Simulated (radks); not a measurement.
Task: Valence configurations of Fe I (all share [Ar]). Method: Dirac Kohn-Sham, PBEsol, spin-unpolarised, spherical densities, finite nucleus; open shells fill j = l - 1/2 first; Fermi nuclear charge, rms radius 3.7377 fm; computed with a radial shooting solver on a logarithmic mesh with Libxc functionals. Order these by energy: 3d5 4s2 4p1; 3d6 4s2; 3d6 4p2; 3d5.5 4s1.5 4p1; 3d4 4s2 4p2; 3d5.5 4s2 4p0.5; 3d6.5 4s1.5; 3d6 4s1 4p1; 3d6 4s1.5 4p0.5; 3d4.5 4s2 4p1.5.

Result: From the lowest, in eV above it: 3d6.5 4s1.5 0.000; 3d6 4s2 0.689; 3d6 4s1.5 4p0.5 2.708; 3d5.5 4s2 4p0.5 4.351; 3d6 4s1 4p1 4.786; 3d5.5 4s1.5 4p1 6.581; 3d6 4p2 9.093; 3d5 4s2 4p1 9.318; 3d4.5 4s2 4p1.5 15.706; 3d4 4s2 4p2 23.616. NIST lists [Ar] 3d6 4s2 as the ground configuration; this level of theory puts 3d6.5 4s1.5 lower, by 0.689 eV. The energies are those of spherical spin-averaged densities, not of single terms.
